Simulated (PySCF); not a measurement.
C2H7Cl3Si3, SMILES C=C[SiH2][SiH2][Si](Cl)(Cl)Cl, GFN2-xTB optimised geometry.

```
15

C      2.66    -1.22     4.08
C      1.80    -0.50     3.39
Si     2.23     0.63     1.95
Si     1.31    -0.26     0.00
Si    -1.01    -0.26     0.00
Cl    -1.74     1.65     0.00
Cl    -1.74    -1.13     1.70
Cl    -1.92    -1.21    -1.55
H      3.72    -1.20     3.86
H      2.37    -1.87     4.89
H      0.75    -0.56     3.66
H      3.69     0.76     1.88
H      1.69     1.97     2.25
H      1.74    -1.65    -0.24
H      1.74     0.46    -1.21
```

Density from PBE/def2-TZVP (PySCF) at that geometry.

Minimum of the electron density along straight lines between bonded atoms, close to the bond critical point (lines longer than 1.1 times the sum of covalent radii, or with two minima, are not listed):

| bond | length / Å | ρ at the minimum / e bohr⁻³ | ∇²ρ there / e bohr⁻⁵ | position (fraction from the first atom) |
|---|---|---|---|---|
| C1–C2 | 1.324 | 0.352 | -1.05 | 0.50 |
| C2–Si3 | 1.883 | 0.117 | 0.17 | 0.61 |
| Si3–Si4 | 2.332 | 0.091 | -0.15 | 0.47 |
| Si4–Si5 | 2.328 | 0.092 | -0.14 | 0.38 |
| Si5–Cl6 | 2.040 | 0.103 | 0.22 | 0.37 |
| Si5–Cl7 | 2.041 | 0.103 | 0.22 | 0.37 |
| Si5–Cl8 | 2.030 | 0.105 | 0.23 | 0.37 |
| C1–H9 | 1.078 | 0.286 | -1.01 | 0.64 |
| C1–H10 | 1.080 | 0.285 | -1.00 | 0.64 |
| C2–H11 | 1.084 | 0.280 | -0.96 | 0.64 |
| Si3–H12 | 1.469 | 0.122 | 0.16 | 0.50 |
| Si3–H13 | 1.471 | 0.122 | 0.17 | 0.50 |
| Si4–H14 | 1.472 | 0.121 | 0.17 | 0.50 |
| Si4–H15 | 1.471 | 0.120 | 0.17 | 0.50 |
